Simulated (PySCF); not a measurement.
**Bi: excitation energy**

Bi [Xe] 4f14 5d10 6s2 6p3 (4S) → Bi [Xe] 4f14 5d10 6s2 6p2 6d1 (high-spin determinant), as a difference of total energies. All numbers are calculated (PySCF 2.14, scalar relativity by spin-free X2C-1e, in x2c-TZVPPall with one added diffuse shell each of s, p, d, f type (12s8p7d4f, 99 functions)). Correlated levels: valence: [Xe] 4f14 5d10 frozen. The calculations carry no spin-orbit coupling.

| method | excitation energy (eV) |
| --- | --- |
| UHF | 6.983 |
| MP2 (valence) | 7.062 |
| SCS-MP2 (valence) | 7.038 |
| CCSD (valence) | 6.986 |
| CCSD(T) (valence) | 6.969 |

Spin-orbit coupling is strong in these open shells (close to jj coupling). The scalar numbers leave it out and a first-order estimate fails, so it can dominate the gap to the real levels.

The promoted electron is Rydberg-like, and one or two diffuse shells describe it only roughly, which tends to raise the upper state.

The determinant of the upper state mixes LS terms, which raises its energy above the lowest term, most at the Hartree-Fock and MP2 levels.
